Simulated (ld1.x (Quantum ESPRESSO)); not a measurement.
**Cutoff test, scandium, TM semilocal**

Sc, norm-conserving Troullier–Martins (semilocal form), made with ld1.x (Quantum ESPRESSO) 7.5 (LDA (PZ), scalar-relativistic). Core [Ar], reference 3d1 4s1.5 4p0 (charge +0.5). Waves: 4s (bound): rc 3.15 bohr; 4p (bound, empty): rc 3.65 bohr; 3d (bound): rc 2.10 bohr. Local part: the d channel. Core correction: none.

The pseudo-atom Hamiltonian at the reference potential is diagonalised in spherical Bessel functions j_l(qr) that vanish at 20 bohr, with q² up to the cutoff. All-electron valence levels (Ry): 4s -0.5172, 4p -0.2863, 3d -0.4896.

Task: How do the lowest levels (Ry) of each channel move with the cutoff, and are there ghosts?

Result:

```csv
cutoff (Ry),s #1,p #1,p #2,d #1,Σ f·Δε (mRy)
8,-0.5158,-0.2862,-0.0456,-0.1268,364.9
12,-0.5170,-0.2863,-0.0456,-0.1507,339.2
18,-0.5171,-0.2863,-0.0456,-0.2283,261.4
25,-0.5172,-0.2863,-0.0456,-0.3386,151.0
30,-0.5172,-0.2863,-0.0456,-0.4127,76.9
40,-0.5172,-0.2863,-0.0456,-0.4802,9.4
50,-0.5172,-0.2863,-0.0456,-0.4890,0.6
60,-0.5172,-0.2863,-0.0456,-0.4895,0.1
400,-0.5172,-0.2863,-0.0456,-0.4896,0.0
```

Result: no extra level below or beside the all-electron valence levels (s, p, d tested); the semilocal form is local in each channel, so this says nothing of the separable form that plane-wave codes build from it; 10 mRy is reached at 40 Ry and 1 mRy at 50 Ry.

Its largest configuration-test error is +490 meV.
